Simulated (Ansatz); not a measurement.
Total energies of C10H6O2, SMILES `O=C1C=CC(=O)c2ccccc21`.

```xyz
18

O     1.267   -2.149   -1.575
C     0.690   -1.097   -1.392
C     0.315   -0.241   -2.535
C    -0.320    0.921   -2.374
C    -0.692    1.434   -1.041
O    -1.269    2.495   -0.929
C    -0.332    0.602    0.133
C    -0.660    1.041    1.409
C    -0.328    0.270    2.510
C     0.333   -0.941    2.341
C     0.663   -1.384    1.072
C     0.332   -0.615   -0.036
H     0.590   -0.622   -3.513
H    -0.597    1.552   -3.211
H    -1.176    1.988    1.514
H    -0.584    0.612    3.506
H     0.591   -1.541    3.206
H     1.178   -2.324    0.915
```

Charge 0, multiplicity 1. The geometry is a stationary point of PBE0-D4/def2-TZVP. Basis def2-TZVPP, Ansatz 0.2.0.

RPA on PBE orbitals: Hartree–Fock energy of these orbitals -531.98046 Eh, correlation -3.07313 Eh (frozen core).

| functional | energy without D4 (Eh) | D4 term (kJ/mol) |
| --- | --- | --- |
| LDA (SPW92) | -530.75004 | – |
| PBE | -534.67921 | -61.4 |
| revPBE | -535.16915 | -194.1 |
| B97M-V | -535.30802 | – |
| B3LYP | -535.32198 | -97.7 |
| r2SCAN0 | -534.95577 | -19.2 |
| HSE06 (plane-wave form) | -534.67363 | -48.6 |
| BHLYP | -535.00907 | -70.7 |
| CAM-B3LYP | -535.05536 | -52.9 |
| LC-ωPBE | -534.92588 | – |
| ωB97X-V | -535.15844 | – |
| ωB97M-V | -535.14457 | – |
| B2PLYP | -534.89368 | – |
| PBE-QIDH | -534.60872 | – |

Task: Give the same for BLYP, r2SCAN, PBE0, r2SCANh. (An estimate is asked.)

Result: Ansatz gave: 
| functional | energy without D4 (Eh) | D4 term (kJ/mol) |
| --- | --- | --- |
| BLYP | -535.15321 | -134.6 |
| r2SCAN | -535.02992 | -16.6 |
| PBE0 | -534.70091 | -52.3 |
| r2SCANh | -534.99920 | -17.5 |

B3LYP takes the VWN-RPA correlation (the form of Gaussian; ORCA's B3LYP/G). HSE06 is the plane-wave form, built on full-range PBE exchange. The double hybrids freeze the cores in their second-order part.

LC-ωPBE has ω = 0.4 bohr⁻¹.
